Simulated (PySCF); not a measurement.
Compound: C7H7NO2.
SMILES with atom numbers: `[CH3:1][C:2](=[O:3])[O:4][c:5]1[cH:6][cH:7][cH:8][n:9][cH:10]1` (hydrogens: H11, H12, H13 on C1; H14 on C6; H15 on C7; H16 on C8; H17 on C10)

Structure used (PBE0-D3(BJ)/def2-SVP), in Å, numbered top down from 1:
```
atom  x, y, z in Å
C1     3.1226    0.3071   -0.3431
C2     1.7506    0.1034    0.2218
O3     1.4924   -0.1853    1.3545
O4     0.8182    0.2721   -0.7517
C5    -0.5290    0.1456   -0.5182
C6    -1.1071   -0.7559    0.3729
C7    -2.4980   -0.7842    0.4394
C8    -3.2381    0.0716   -0.3738
N9    -2.6786    0.9268   -1.2268
C10   -1.3555    0.9628   -1.2941
H11    3.8392    0.4274    0.4770
H12    3.3988   -0.5785   -0.9363
H13    3.1445    1.1746   -1.0157
H14   -0.4937   -1.4010    0.9990
H15   -3.0027   -1.4705    1.1228
H16   -4.3331    0.0648   -0.3336
H17   -0.8924    1.6641   -1.9977
```

Jobs on this species (17 atoms, 72 electrons) with PySCF (density fitting). Hardware of each: one thread, x86-64 server, no GPU, shared host. Other jobs ran on the host; a repeat could differ by tens of per cent or more.

Problem. Rank these jobs by wall time, shortest first.
A. B97-2/pcSseg-1; shieldings; 205 basis functions
B. CAM-B3LYP/def2-SVPD; 10 singlets by full TDDFT, 4 Tamm–Dancoff triplets, polarisability, ΔSCF ions; 262 basis functions
C. PBE0-D3(BJ)/def2-SVP, grid level 1; geometry optimisation from a GFN2-xTB start; 175 basis functions

Solution. A (56 s), C (2.6 min), B (12 min).

All jobs:

```tsv
level and settings	work	basis functions	SCF cycles	wall time
PBE0/pcSseg-1	shieldings, charges and field gradients	205	15	54 s
B97-2/pcSseg-1	shieldings	205	15	56 s
PBE0-D3(BJ)/def2-SVP, grid level 1	geometry optimisation from a GFN2-xTB start	175	48	2.6 min
CAM-B3LYP/def2-SVPD	10 singlets by full TDDFT, 4 Tamm–Dancoff triplets, polarisability, ΔSCF ions	262	13	12 min
```

Problem. What do all jobs in the table cost together?

Solution. About 16 min; the longest takes about 73 % of that, and about 13 times as long as the shortest.
